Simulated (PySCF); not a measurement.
PySCF 2.14 output of an unrestricted M06 calculation on a single atom or ion in aug-cc-pVTZ-PP with ECP60MDF (6s6p5d3f2g, 88 functions), with scalar relativity through the core potential:

```
SCF conv_tol = 1e-09
number electrons alpha = 9  beta = 4
    Y. Zhao and D. G. Truhlar.,  Theor. Chem. Acc. 120, 215 (2008)
    Y. Zhao and D. G. Truhlar.,  Theor. Chem. Acc. 120, 215 (2008)
cycle= 1 E= -66.9517884475112  delta_E= -0.00491  |g|= 0.0158  |ddm|= 0.273
cycle= 2 E= -66.9518707498685  delta_E= -8.23e-05  |g|= 0.00666  |ddm|= 0.0292
cycle= 3 E= -66.9518876961014  delta_E= -1.69e-05  |g|= 0.00113  |ddm|= 0.0106
cycle= 4 E= -66.9518882200965  delta_E= -5.24e-07  |g|= 0.0001  |ddm|= 0.00105
cycle= 5 E= -66.951888225968  delta_E= -5.87e-09  |g|= 9.01e-06  |ddm|= 0.000211
cycle= 6 E= -66.9518882260905  delta_E= -1.23e-10  |g|= 1.64e-06  |ddm|= 3.94e-05
converged SCF energy = -66.9518882260905  <S^2> = 8.7508671  2S+1 = 6.000289
```

The run itself started from symmetry-adapted Hartree-Fock orbitals and held the occupation by maximum overlap, on a logarithmic radial grid, so the iterations belong to that start.

Which element, charge and spin multiplicity is this?

W⁺ (tungsten, charge +1), multiplicity 6; the state was [Xe] 4f14 5d4 6s1, high-spin 6D determinant.

Energies and moments cover only the electrons outside the core potential. Spin-orbit coupling, absent here, splits the open shell strongly.
